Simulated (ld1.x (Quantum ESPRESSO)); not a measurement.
## Before and after: PAW potential for argon (Ar)

* Element: argon (Ar)
* Generator: ld1.x (Quantum ESPRESSO) 7.5
* Type: PAW
* Functional: revPBE
* Relativity: non-relativistic
* Frozen core: [Ne]
* Valence charge: 8
* Reference configuration: 3s2 3p5 (charge +1)
* Partial waves: 3s (bound): rcut 1.25, rcutus 1.40 bohr; 3s channel at 1.1 Ry: rcut 1.25, rcutus 1.40 bohr; 3p (bound): rcut 0.95, rcutus 1.10 bohr; 3p channel at -0.9 Ry: rcut 0.95, rcutus 1.10 bohr
* Local potential: all-electron potential smoothed inside 0.85 bohr (lloc = -1)
* Core correction: Bessel-smoothed model core, default radius (core density twice the valence density)
* Augmentation charge: PSQ, inside the norm-conserving radii

Change: wave 3s channel at 1.1 Ry: rcut 1.25, rcutus 1.40 bohr becomes 3s channel at -2.58 Ry: rcut 1.25, rcutus 1.40 bohr.

Cutoffs: the cutoffs (Ry, on a coarse ladder) from which the occupation-weighted sum of valence levels, in a spherical-Bessel basis at the reference potential, stays within 10 and 1 mRy of its value at 400 Ry; they do not see the model core or the augmentation charge, which bear on the density cutoff. Errors are all-electron minus pseudo energies relative to the spin-unpolarised reference configuration.

Question: How do hardness, ghosts and transferability respond?

Answer: The potential gets neither clearly harder nor softer (21 Ry and 80 Ry → 21 Ry and 80 Ry); of the 6 tests that both files solve, the error grows in 0 and shrinks in 1 by more than 15 % and 0.3 meV (median size 1.2 → 1.0 meV); neither file shows a bound ghost.

```tsv
quantity	base	changed
cutoff, loose	21 Ry	21 Ry
cutoff, tight	80 Ry	80 Ry
bound ghosts	none	none
error for 3s2 3p6, meV [ΔE -16.04 eV]	-0.4	-0.3
error for 3s2 3p4, meV [ΔE 28.65 eV]	-1.9	-1.7
error for 3s2 3p3, meV [ΔE 71.21 eV]	-12	-11
error for 3s2 3p5.5, meV [ΔE -9.50 eV]	-0.1	-0.1
error for 3s1 3p6, meV [ΔE 14.38 eV]	-0.1	-0.1
error for 3s2 3p2, meV [ΔE 128.81 eV]	-43	-36
s: phases at 1.55 bohr within 0.05 rad from the reference energy up to (Ry; the scan ends near 5)	to the end of the scan	to the end of the scan
p: phases at 1.55 bohr within 0.05 rad from the reference energy up to (Ry; the scan ends near 5)	to the end of the scan	to the end of the scan
lowest overlap eigenvalue by channel	s 0.37, p 0.74	s 0.37, p 0.74
```
